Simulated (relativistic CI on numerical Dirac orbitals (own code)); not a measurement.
Cr12+: computed level list

Calculated at this level of theory: Dirac-Coulomb-Breit CI, KLI orbitals optimised for each configuration, a model potential for QED, unscaled Slater integrals (own radial code, finite nucleus).

Configuration list (outside the closed core [Ne]): 3s2, 3s.3p, 3p2, 3s.3d, 3d2, 3p.3d, 3p.4s, 3s.4s, 3s.4p, 3d.4s, 3s.4d, 3s.4f, 3s.5s, 3s.5p, 3s.5d, 4s2, 3s.5f, 3s.5g, 3s.6s, 3s.6p, 3s.6d. Levels of other configurations are missing.

```
No.  Configuration  Term  J   E (eV)    %  Next component (%)  jj configuration (%)
  1            3s2    1S  0    0.000   97            3 3p2 1S           closed (97)
  2          3s.3p   3P°  0   25.061  100                            3s 3p1/2 (100)
  3          3s.3p   3P°  1   25.552   99                             3s 3p1/2 (72)
  4          3s.3p   3P°  2   26.678  100                            3s 3p3/2 (100)
  5          3s.3p   1P°  1   38.298   97         3 3p.3d 1P°         3s 3p3/2 (70)
  6            3p2    1D  2   59.876   70         18 3s.3d 1D      3p1/2 3p3/2 (78)
  7            3p2    3P  0   59.929   98                2 1S          3p1/2^2 (78)
  8            3p2    3P  1   60.670  100                         3p1/2 3p3/2 (100)
  9            3p2    3P  2   61.994   88                9 1D          3p3/2^2 (88)
 10            3p2    1S  0   71.275   93            3 3d2 1S          3p3/2^2 (75)
 11          3s.3d    3D  1   73.339  100                            3s 3d3/2 (100)
 12          3s.3d    3D  2   73.408  100                             3s 3d3/2 (60)
 13          3s.3d    3D  3   73.516  100                            3s 3d5/2 (100)
 14          3s.3d    1D  2   83.588   79           20 3p2 1D         3s 3d5/2 (48)
 15          3p.3d   3F°  2   99.914   91               9 1D°      3p1/2 3d3/2 (94)
 16          3p.3d   3F°  3  100.682   99               1 3D°      3p1/2 3d5/2 (52)
 17          3p.3d   3F°  4  101.574  100                         3p3/2 3d5/2 (100)
 18          3p.3d   1D°  2  101.831   89               9 3F°      3p3/2 3d5/2 (42)
 19          3p.3d   3P°  2  106.250   60              38 3D°      3p1/2 3d5/2 (72)
 20          3p.3d   3D°  1  106.335   70              30 3P°      3p1/2 3d3/2 (73)
 21          3p.3d   3P°  0  107.276  100                         3p3/2 3d3/2 (100)
 22          3p.3d   3D°  3  107.278   99               1 3F°      3p3/2 3d5/2 (68)
 23          3p.3d   3P°  1  107.334   70              30 3D°      3p3/2 3d3/2 (91)
 24          3p.3d   3D°  2  107.382   61              38 3P°      3p3/2 3d3/2 (56)
 25          3p.3d   1F°  3  115.445   99         1 3s.4f 1F°      3p3/2 3d3/2 (41)
 26          3p.3d   1P°  1  117.415   96         3 3s.3p 1P°      3p3/2 3d5/2 (64)
 27            3d2    3F  2  147.762  100                              3d3/2^2 (70)
 28            3d2    3F  3  147.872  100                         3d3/2 3d5/2 (100)
 29            3d2    3F  4  148.010  100                              3d5/2^2 (79)
 30            3d2    1D  2  151.664   54               45 3P      3d3/2 3d5/2 (72)
```

Energies count from the lowest computed level; ° marks odd parity. Filled j subshells are mostly left out of the jj labels.

The mean weight of the leading LS term, summed over parents, in these 30 levels is 90 %, and that of the leading jj configuration (from the same eigenvectors) 78 %, so LS coupling describes them better.

At this charge energies of transitions that change n are usually good to better than 1 %, and those within a shell (Δn = 0) to a few per cent.

LS names give the leading component of a level, which can be under half, so a name can repeat, a term be missing and a line seem to break the LS rules.
